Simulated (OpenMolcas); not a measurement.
# 3s² 3p² along the 14-electron sequence

```yaml
Program: OpenMolcas
Method: SS-CASPT2, IPEA 0.25 Eh, imaginary shift 0.1 Eh
Basis: ANO-R3
Scalar_Hamiltonian: X2C, finite nucleus
Spin-orbit_coupling: state interaction with AMFI integrals over the reference wave functions, term energies averaged over their components
```

Active space for each ion: 2 electrons in 3 orbitals (3p); closed shells correlated by CASPT2: 2s 2p 3s.

Computed levels in cm-1 above ³P₀:

```csv
Level,Si,P+,S2+,Cl3+,Ar4+
³P₁,66.7,148,272,453,710
³P₂,195,425,766,1249,1907
¹D₂,6270,8700,11000,13390,15940
¹S₀,15450,21380,26980,32390,37910
weight of ³P in the lowest level (%),100,100,100,100,100
```

Measured, with the error of the calculation in %. Measured levels: Si, P+ from NIST Handbook of Basic Atomic Spectroscopic Data; S2+ from NIST levels in Podobedova, Kelleher and Wiese, J. Phys. Chem. Ref. Data 38, 171 (2009); Cl3+ from Moore, Atomic Energy Levels, vol. I, NSRDS-NBS 35 (1971 reprint of NBS Circular 467, 1949); Ar4+ from Saloman, J. Phys. Chem. Ref. Data 39, 033101 (2010).

| Level | Si | P+ | S2+ | Cl3+ | Ar4+ |
| --- | --- | --- | --- | --- | --- |
| ³P₁ | 77.1 (-13.5) | 165 (-10.2) | 299 (-9.0) | 491 (-7.7) | 763 (-7.0) |
| ³P₂ | 223 (-12.8) | 469 (-9.4) | 833 (-8.1) | 1341 (-6.9) | 2029 (-6.0) |
| ¹D₂ | 6299 (-0.5) | 8882 (-2.1) | 11323 (-2.8) | 13766 (-2.8) | 16299 (-2.2) |
| ¹S₀ | 15394 (+0.4) | 21576 (-0.9) | 27161 (-0.7) | 32550 (-0.5) | 37912 (0) |

The fine-structure level ³P₂ changes by a factor of 9.78 from Si to Ar4+. Its fourth root runs 3.74, 4.54, 5.26, 5.94, 6.61, with steps per unit of Z of 0.80, 0.72, 0.68, 0.66; equal steps would mean a (Z - σ)^4 law with constant σ.

¹D₂ changes by a factor of 2.54 over the same range, with steps per unit of Z of +2430, +2300, +2390, +2550 cm-1.

CASPT2 does not keep the components of a term degenerate, so their means are used; among the terms shown or strongly mixed into the levels shown the widest spread is 120 cm-1 (3s² 3p² ¹D, Ar4+). With the s shell closed, the reference lacks s² → p² mixing. Computed and measured levels are paired by configuration, term and J; levels that our copy of the source lacks, or whose pairing is in doubt (as where it misses far off the trend of its configuration), stay unpaired and out of the deviations. Only configurations of the active space appear.
